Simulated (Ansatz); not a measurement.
Basis-set extrapolation for CH$_{4}$ClOSi, SMILES `[CH2][SiH](O)Cl` radical (PBE0-D4/def2-TZVP geometry, frozen core, Ansatz). Multiplicity 2, UHF reference.

|  | def2-TZVPP | def2-QZVPP |
| --- | --- | --- |
| HF | -863.644083 | -863.671741 |
| MP2 correlation | -0.688699 | -0.748020 |
| CCSD(T) correlation | -0.759624 | not run |

Energies in hartree. Use E(X) = E(∞) + A·exp(−7.88·√X) for Hartree–Fock and E(X) = E(∞) + B·X^(−2.97) for correlation, with X = 3 and 4, and add CCSD(T) minus MP2 of the smaller set to the MP2 limit.

Q: What is the CCSD(T) energy at the basis-set limit?

A: HF limit: -863.671741 + (-0.027658) × 0.13774 = -863.67555. MP2 limit: -0.748020 + (-0.059321) × 0.74074 = -0.79196. Higher-order term: -0.759624 − (-0.688699) = -0.07093. Total: -864.53844 hartree, 3.67 eV below CCSD(T)/def2-TZVPP.
